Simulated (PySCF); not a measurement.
H8N2Si3.

```xyz
13

N      2.3435     0.0273     1.0419
Si     1.0728    -0.4269    -0.0538
Si    -1.0716    -0.8770     0.8396
N     -1.6927     0.2980    -0.3155
Si    -0.3754     1.0917    -1.1826
H      2.1558     0.7159     1.7648
H      3.2904     0.1308     0.6882
H      1.6309    -1.4795    -0.9529
H     -1.6665    -2.2411     0.6726
H     -1.2838    -0.4993     2.2752
H     -2.6794     0.5056    -0.4507
H     -0.2307     2.5490    -0.8563
H     -0.5344     1.0131    -2.6711
```
Charge 0, spin multiplicity 1.

Geometry: B3LYP-D3(BJ)/def2-SVP. This is a generated structure with no PubChem entry under its InChIKey; it may be hypothetical. One conformer was computed; it need not be the lowest.

The numbers are results of B3LYP/pcSseg-1 run with PySCF, not measurements. Non-relativistic, no solvent.

Give the absolute GIAO shielding of each atom: isotropic value and principal components (ppm). (An estimate is asked for; the answer gives what the named calculation found.)


```json
[
 {"atom": "N1", "σ(iso)": "256.2", "σ11": "223.2", "σ22": "248.5", "σ33": "296.9", "span": "73.7"},
 {"atom": "Si2", "σ(iso)": "346.6", "σ11": "263.4", "σ22": "369.6", "σ33": "406.8", "span": "143.3"},
 {"atom": "Si3", "σ(iso)": "355.1", "σ11": "262.4", "σ22": "340.4", "σ33": "462.4", "span": "199.9"},
 {"atom": "N4", "σ(iso)": "239.2", "σ11": "204.8", "σ22": "228.5", "σ33": "284.2", "span": "79.4"},
 {"atom": "Si5", "σ(iso)": "355.0", "σ11": "262.3", "σ22": "343.3", "σ33": "459.3", "span": "197.0"},
 {"atom": "H6", "σ(iso)": "31.4", "σ11": "23.6", "σ22": "29.2", "σ33": "41.6", "span": "18.0"},
 {"atom": "H7", "σ(iso)": "31.2", "σ11": "23.5", "σ22": "27.5", "σ33": "42.7", "span": "19.1"},
 {"atom": "H8", "σ(iso)": "26.0", "σ11": "22.7", "σ22": "25.2", "σ33": "30.0", "span": "7.2"},
 {"atom": "H9", "σ(iso)": "26.0", "σ11": "22.7", "σ22": "24.0", "σ33": "31.3", "span": "8.6"},
 {"atom": "H10", "σ(iso)": "26.0", "σ11": "23.0", "σ22": "24.1", "σ33": "30.9", "span": "7.9"},
 {"atom": "H11", "σ(iso)": "31.4", "σ11": "22.5", "σ22": "28.4", "σ33": "43.2", "span": "20.8"},
 {"atom": "H12", "σ(iso)": "26.1", "σ11": "23.0", "σ22": "24.3", "σ33": "31.1", "span": "8.1"},
 {"atom": "H13", "σ(iso)": "26.1", "σ11": "22.8", "σ22": "24.2", "σ33": "31.3", "span": "8.4"}
]
```
